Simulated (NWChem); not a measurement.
# Total energies of Ge2

```xyz
2

Ge     0.0000     0.0000     1.1338
Ge     0.0000     0.0000    -1.1338
```
Charge 0, spin multiplicity 3.

All runs are NWChem calculations. The geometry was optimised at UPBE0/def2-SVP, a minimum by its harmonic frequencies.

Basis set: def2-QZVP (150 functions).

```
method   total energy (Ha)  relative cost
-------  -----------------  -------------
UHF            -4150.75749              1
UMP2           -4151.30267              3
UB2PLYP        -4153.32464              5
UPBE           -4153.41178        under 3
UB3LYP         -4154.12448        under 3
UBP86          -4154.57265        under 3
```

Total energies of different functionals aren't comparable as a measure of quality: only differences taken within one method are. Relative cost: rough, from shared machines, SCF included, UHF = 1.

The Hamiltonian is non-relativistic. The correlated methods keep 18 core orbitals frozen. B3LYP has NWChem's definition, with VWN1-RPA local correlation. This spin state was chosen for the runs; another may lie lower. The structure started from a generated list of species. The unpaired electrons of the parent sit in orbitals of symmetry ag and b3u (D2h labels of the run); other states weren't searched. The stability of the SCF solutions was not checked. Open-shell Hartree-Fock references start from PBE0 orbitals; any time given for them includes that run.
